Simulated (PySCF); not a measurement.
**Magnetisability: `[C@H]12C=C[C@@H]([C@@H](C)F)[C@H]1C2`, C8H11F**

Geometry:
```
atom   x (Å)   y (Å)   z (Å)
  C1   2.309  -0.417  -0.784
  C2   1.148  -1.050  -0.034
  F3   1.655  -1.977   0.863
  C4   0.316  -0.027   0.749
  C5  -0.901  -0.639   1.398
  C6  -2.018   0.007   1.092
  C7  -1.759   1.117   0.146
  C8  -1.231   0.675  -1.194
  C9  -0.272   1.079  -0.115
 H10   2.914  -1.193  -1.247
 H11   2.934   0.149  -0.096
 H12   1.930   0.247  -1.554
 H13   0.512  -1.626  -0.718
 H14   0.972   0.398   1.520
 H15  -0.811  -1.505   2.029
 H16  -3.005  -0.221   1.452
 H17  -2.330   2.030   0.220
 H18  -1.322  -0.368  -1.456
 H19  -1.352   1.349  -2.029
 H20   0.306   1.981  -0.244
```

Method: GIAO B3LYP/pcSseg-1 magnetisability, rotational g tensor and spin-rotation constants, non-relativistic, gas phase (PySCF 2.14.0). Geometry: GFN2-xTB.

(1) How diamagnetic is it, and how anisotropic?

(2) Split it along the inertial axes a, b, c into diamagnetic and paramagnetic parts about the centre of mass, with the quadrupole moment.

(3) And the rotational g tensor?

Answers

(1) Isotropic -1455 × 10⁻³⁰ J/T², or -87.6 × 10⁻⁶ cm³/mol; principal values -1564, -1467, -1334 × 10⁻³⁰ J/T², anisotropy 200 × 10⁻³⁰ J/T² (root of half the summed squared differences of the principal values). The susceptibility is in cgs units.

(2) 
```tsv
axis	χ (10⁻⁶ cm³/mol)	diamagnetic (10⁻⁶ cm³/mol)	paramagnetic (10⁻⁶ cm³/mol)	summed x² of all electrons (Å²)	quadrupole Θ (D Å)
a	-84.2	-526.1	441.9	209.2	-2.27
b	-90.1	-1021.4	931.4	92.4	+1.45
c	-88.6	-1279.7	1191.0	31.6	+0.82
```
Anisotropies 2χaa − χbb − χcc = +10.4 and 2χbb − χaa − χcc = -7.3 × 10⁻⁶ cm³/mol. Θ is traceless in Buckingham's convention.

(3) 
```tsv
axis	rotational constant (GHz)	g	nuclear part	electronic part
a	3.0566	-0.0173	0.6173	-0.6346
b	1.3021	-0.0051	0.5647	-0.5697
c	1.0188	-0.0045	0.5656	-0.5700
```
Asymmetric top; isotopes 12C, 19F, 1H; no vibrational averaging.
